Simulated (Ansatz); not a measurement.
## Ligand exchange: GeH2(CH3)Cl + C2H4FIn → GeH2(CH3)F + C2H4ClIn

Gas-phase species: GeH2(CH3)Cl, singlet; C2H4FIn `C=[CH][InH][F]`, singlet; GeH2(CH3)F, singlet; C2H4ClIn `C=[CH][InH][Cl]`, singlet. The partners trade Cl for F: Ge–Cl and In–F bonds give way to Ge–F and In–Cl.

Shapes, held fixed at every level: PBE0-D4/def2-TZVP. Flexible molecules stand in one conformer, not always the lowest. Programs: Ansatz 0.2.0. Electronic energies: no zero-point or thermal term.

```
               level                   kind  ΔE (kJ/mol)  less CCSD(T)/def2-TZVPP
         HF/def2-SVP           Hartree–Fock        -56.4                    -14.6
    SPW92/def2-TZVPP                    LDA        -36.0                     +5.8
r2SCAN-D4/def2-TZVPP               meta-GGA        -37.6                     +4.2
 B3LYP-D4/def2-TZVPP          global hybrid        -38.1                     +3.7
        MP2/def2-SVP    perturbation theory        -46.2                     -4.4
      MP2/def2-TZVPP    perturbation theory        -42.1                     -0.3
     CCSD/def2-TZVPP  coupled cluster or CI        -43.3                     -1.5
  CCSD(T)/def2-TZVPP  coupled cluster or CI        -41.8                      0.0
```

The highest level, CCSD(T)/def2-TZVPP, gives ΔE = -41.8 kJ/mol; the levels span -56.4 to -36.0. The column of differences is taken from that level and isn't an error. No measured value is set beside it here. For atoms past krypton def2 sets carry core potentials with scalar relativity. Relativity is left out for Ge. Outer-core shells of Ge, In are correlated, in sets that cover them unevenly.
